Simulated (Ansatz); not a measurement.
F$_{3}$GeHSe, SMILES `[F][Ge]([F])([F])[SeH]`, 6 atoms. The species carries charge 0 and has multiplicity 1. Correlated methods include outer-core shells of Ge, Se, which these sets cover unevenly. Scalar relativity is left out up to krypton. All runs use 4 threads of an Arm Neoverse V2 on a shared host. Correlated methods freeze the cores.

Task: Give the basis size and wall time and peak host memory of each of these runs in Ansatz. RKS r2SCAN0-D4/def2-TZVPP energy; direct RPA on PBE orbitals/def2-TZVPP energy; RHF-CCSD(T)/def2-SVP energy; RKS PBE0-D4/def2-TZVP relaxation (6 steps); RHF-CCSD(T)/def2-TZVPP energy; RKS PBE0-D4/def2-SVP energy; RKS ωB97M-V/def2-SVP energy; RKS ωB97M-V/def2-QZVPP energy; RKS SPW92 (LDA)/def2-TZVPP energy; RKS PBE0-D4/def2-QZVPP energy; RKS PBE-QIDH (frozen core)/def2-TZVPP energy; RKS PBE0-D4/def2-TZVP frequencies. (Estimate.)

Result: Ansatz gave: Other jobs shared the machine, so times are rough.

```tsv
level	job	functions	wall time	peak host memory (GiB)
RKS SPW92 (LDA)/def2-TZVPP	energy	203	1.1 s	0.26
RKS PBE0-D4/def2-SVP	energy	111	1.4 s	0.41
direct RPA on PBE orbitals/def2-TZVPP	energy	203	4.3 s	0.44
RKS r2SCAN0-D4/def2-TZVPP	energy	203	4.9 s	0.7
RKS PBE-QIDH (frozen core)/def2-TZVPP	energy	203	5.5 s	0.53
RKS ωB97M-V/def2-SVP	energy	111	5.5 s	0.41
RKS PBE0-D4/def2-QZVPP	energy	379	8.5 s	1.6
RHF-CCSD(T)/def2-SVP	energy	111	10 s	0.55
RKS ωB97M-V/def2-QZVPP	energy	379	19 s	1.8
RKS PBE0-D4/def2-TZVP	relaxation (6 steps)	195	27 s	0.63
RKS PBE0-D4/def2-TZVP	frequencies	195	100 s	0.63
RHF-CCSD(T)/def2-TZVPP	energy	203	2.9 min	3
```
